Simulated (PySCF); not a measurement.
# One molecule, several mistakes: AlBCH6N

These are calculations, not measurements. They come from PySCF 2.14.0, an open-source quantum chemistry program, on an isolated molecule that a program drew, which may never have been made. The molecule is AlBCH6N (charge 0, doublet), drawn as the SMILES string `[BH]C[NH][AlH2]`.

Each row is a Hartree-Fock (HF) and frozen-core CCSD(T) single point in the cc-pV(D+d)Z basis, meant for a local HF minimum. Run 1 is clean. Each other run has one planted mistake out of seven kinds, and not every kind appears here: one electron removed, one electron added, multiplicity raised by two, geometry at a saddle point, minimal basis STO-3G, one bond length entered in bohr, all coordinates scaled. The reference is restricted for singlets and unrestricted otherwise, and also for a bond in bohr. Adding or removing an electron swaps singlet and doublet. Electrons count all cores. HOMO and LUMO are orbital energies over both spins, the gradient is its largest component, and the lowest frequency (negative if imaginary) is given only where the gradient is small. Bond lengths are over the 9 bonds as drawn. T1 is the CCSD diagnostic: over 0.02 (restricted) or 0.045 (unrestricted) a single reference is doubtful.

Geometry of the clean run:
```xyz
10
AlBCH6N, angstrom
B    -2.8135    0.1076   -1.2764
C    -3.1467    0.3513    0.2298
N    -2.1942   -0.0973    1.2313
Al   -0.4648   -0.4749    1.1605
H    -3.4632    0.5239   -2.1935
H    -4.1060   -0.1904    0.3311
H    -3.4215    1.4094    0.3617
H    -2.6206   -0.1342    2.1405
H     0.3728   -0.2720   -0.1592
H     0.1826   -0.9779    2.5115
```

```
run,electrons,basis functions,<S^2>,HOMO (eV),LUMO (eV),gradient (hartree/bohr),lowest frequency (cm^-1),mean bond (Å),longest bond (Å),T1,HF (hartree),CCSD(T) (hartree),mistake
1,37,95,0.753,-8.99,1.85,4.5e-05,96,1.3726,1.771,0.0147,-362.35641,-362.85817,no fault
2,38,95,0.000,0.39,6.04,4.3e-02,-,1.3726,1.771,0.0216,-362.29192,-362.83804,one electron added
3,37,95,1.431,-9.10,1.30,3.8e-02,-,1.4820,2.091,0.0475,-362.24968,-362.74830,one bond length entered in bohr
4,37,95,0.753,-8.93,1.90,1.8e-02,-,1.3466,1.738,0.0142,-362.35299,-362.85187,all coordinates scaled
5,37,30,0.752,-7.03,7.08,4.9e-02,-,1.3726,1.771,0.0147,-357.94054,-358.14206,?
6,36,95,0.000,-15.27,-6.50,6.2e-02,-,1.3726,1.771,0.0188,-362.07111,-362.56486,?
```

**Which mistake was planted in run 5, and what did it cost?**

It has 30 basis functions where the clean run has 95, with the same electrons and geometry. So the mistake is: minimal basis STO-3G. Subtracting run 1 and multiplying by 627.51 kcal/mol a hartree, the energy moved by 2771.0 kcal/mol in HF and 2959.4 kcal/mol in CCSD(T).

**Which mistake was planted in run 6, and what did it cost?**

It counts 36 electrons, one fewer than the clean run, at the same geometry and basis. So the mistake is: one electron removed. Subtracting run 1 and multiplying by 627.51 kcal/mol a hartree, the energy moved by 179.0 kcal/mol in HF and 184.1 kcal/mol in CCSD(T).

Cautions from the logs. Run 2: T1 is over the limit, so its CCSD(T) energy is less reliable and the HOMO is above zero, so the electron isn't bound and the energy depends on the basis; run 3: T1 is over the limit, so its CCSD(T) energy is less reliable.
